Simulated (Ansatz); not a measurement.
Relaxation of AlF4H4N (10 atoms, charge 0, multiplicity 1), to a largest force component of 0.03 eV/Å in at most 50 steps.

Method: RKS PBE-D4/def2-SVP in Ansatz.

```xyz
10
Properties=species:S:1:pos:R:3
Al -1.544 0.609 -0.954
N 0.759 -1.310 0.130
F -1.189 0.507 -2.572
F -2.850 -0.174 -0.292
H 0.918 1.694 1.232
F -0.824 1.902 -0.046
H 1.295 -0.703 0.758
F 1.617 1.260 1.640
H 1.404 -1.679 -0.577
H 0.416 -2.105 0.680
```

Q: Where does it end, and by what steps?

A: The forces met the threshold. After 8 steps the energy has fallen by 1.761 eV; Al1 moved furthest, 0.71 Å. Joined: Al1–N2 (3.19 → 1.99 Å).

```
step  energy less start (eV)  largest force component (eV/Å)  accepted
   0                  0.0000                           1.335       yes
   1                 -0.3198                           0.806       yes
   2                 -0.7652                           0.657       yes
   3                 -1.3347                           0.783       yes
   4                 -1.5811                           1.649       yes
   5                 -1.7000                           0.450       yes
   6                 -1.7488                           0.188       yes
   7                 -1.7575                           0.108       yes
   8                 -1.7608                           0.026       yes
```

```xyz
10
Properties=species:S:1:pos:R:3
Al -1.001 0.248 -0.668
N 0.425 -0.963 0.006
F -0.750 0.299 -2.325
F -2.420 -0.409 -0.061
H 0.705 1.518 1.012
F -0.519 1.697 0.140
H 1.026 -0.381 0.645
F 1.462 1.086 1.450
H 1.020 -1.338 -0.747
H 0.052 -1.757 0.546
```

Run time: 15 s on 2 threads of Intel(R) Xeon(R) Platinum 8375C CPU @ 2.90GHz (Ice Lake), with other jobs on the host, peak memory 0.17 GiB.
